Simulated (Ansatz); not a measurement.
## 1,2-elimination

Start structure (Si₂H₅OF, closed shell), relaxed at PBE0-D4/def2-TZVP:

```
9
angstrom
Si -0.4525 -0.6374 -0.4344
F 0.3817 -1.9683 -0.7566
O -1.4789 -0.9033 0.8117
H -2.2468 -1.4593 0.6683
H -1.2098 -0.3459 -1.6817
Si 1.0164 1.0526 0.2434
H 0.2555 2.3122 0.4582
H 1.6987 0.6668 1.5060
H 2.0356 1.2826 -0.8150
```

The step: Si₂H₅OF ([OH][SiH]([F])[SiH3]) → Si₂H₄O ([O][SiH][SiH3]) + HF; bonds formed: F2–H4; bonds broken: Si1–F2, O3–H4. Computed with Ansatz 0.2.0 (basis: def2-TZVPP and def2-QZVPP); correlated methods freeze the cores. Extrapolation: Hartree–Fock as exp(−7.88 √X), correlation as X^−2.97. Energies below are by CCSD(T) at an estimated basis limit (MP2 extrapolated from triple and quadruple zeta, plus CCSD(T) − MP2 in triple zeta).

(1) What are the electronic barrier and the energy of the step, from the start structure to the end structure? (An estimate is asked for; the value comes from the calculation.)

T1 diagnostic: at most 0.020.

Answers

(1) Computed: Barrier 2.987 eV; step energy 2.819 eV (uphill); reverse barrier, their difference, 0.168 eV. Barrier and step energy count from the start structure, the reverse barrier from the end structure.

The saddle point: One imaginary mode of 103i cm⁻¹.
```json
{"pair": "F2–H4", "start (Å)": "3.03", "saddle (Å)": "0.96", "end (Å)": "0.96"}
{"pair": "Si1–F2", "start (Å)": "1.60", "saddle (Å)": "2.62", "end (Å)": "3.09"}
{"pair": "O3–H4", "start (Å)": "0.96", "saddle (Å)": "1.68", "end (Å)": "1.57"}
```

Zero-point energy (harmonic, PBE0-D4): ZPE is 1.381 eV at the start and 1.310 eV at the saddle, so the barrier goes from 2.987 to 2.916 eV.

Labels in which every atom is bracketed show which atoms are joined, not bond orders.

For scale, one of the runs: CCSD(T)/def2-TZVPP, 216 basis functions, launched by `ansatz run in.yaml --threads 4 --pin off --events-out ev --progress --plain --max-ram 9574MiB`. The run took 58 s on 4 CPU threads of an Arm Neoverse V2 (shared host), with 3.1 GiB of host memory at its peak.
